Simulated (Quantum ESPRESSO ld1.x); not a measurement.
Question: Coherent X-ray form factor from a spherical all-electron density. All-electron calculation, non-relativistic Kohn-Sham, LDA (Slater exchange, Perdew-Zunger correlation), spin-polarised, spherical densities, point nucleus. Program: ld1.x of Quantum ESPRESSO 7.5.

| sin(theta)/lambda (1/angstrom) | f0 (electrons) |
|---|---|
| 0.05 | 27.880 |
| 0.1 | 27.525 |
| 0.15 | 26.948 |
| 0.2 | 26.173 |
| 0.25 | 25.228 |
| 0.3 | 24.145 |
| 0.4 | 21.711 |
| 0.5 | 19.140 |
| 0.6 | 16.657 |
| 0.8 | 12.480 |
| 1 | 9.603 |
| 1.25 | 7.486 |
| 1.5 | 6.324 |
| 2 | 4.967 |

The species is in the configuration that NIST lists as its ground one. Which atom or ion scatters so?

Answer: The krypton ion Kr8+, [Ar] 3d10. Extrapolating in s^2 from the first two rows gives f0(0) = 28.0, near the electron count 28; among species with that count, the fall with angle is slower the higher Z, and the table is that of Z = 36; from so few rows the species is fixed only to a neighbour or two.
